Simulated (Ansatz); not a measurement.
The lowest singlet and triplet of SiH2 (SMILES [SiH2]); geometries from B3LYP-D3(BJ)/def2-TZVP, each state relaxed from the structure named, with no frequency check.
Singlet at the triplet's geometry (charge 0, multiplicity 1):
```xyz
3

Si    -0.00026     0.09496     0.00000
H     -1.27382    -0.66825     0.00000
H      1.27753    -0.66113     0.00000
```

A positive gap puts the triplet lower; no zero-point energy. R- takes a restricted singlet. U- takes an unrestricted singlet (broken symmetry where lower, unprojected). The triplet is unrestricted in single-reference levels.

Frozen-core correlation.

The values were computed with Ansatz (a program for electronic structure) with Gaussian orbitals. Each number belongs to the level named beside it.

Task: Estimate the gap E(singlet) − E(triplet), vertical, at the triplet's geometry that R-CCSD/cc-pV(T+d)Z returns for this input.

Result: -0.42 eV

Task: What is the computed gap E(singlet) − E(triplet), vertical, at the triplet's geometry (U-MP2/cc-pV(Q+d)Z (spin-contaminated))?

Result: -0.22 eV

Task: Estimate the gap E(singlet) − E(triplet), vertical, at the triplet's geometry that R-HF/cc-pV(D+d)Z returns for this input.

Result: 0.26 eV

Doubts at one or more of the structures used: a restricted determinant that unrestricted orbitals would lower (R-HF/cc-pV(D+d)Z, R-CCSD/cc-pV(T+d)Z).
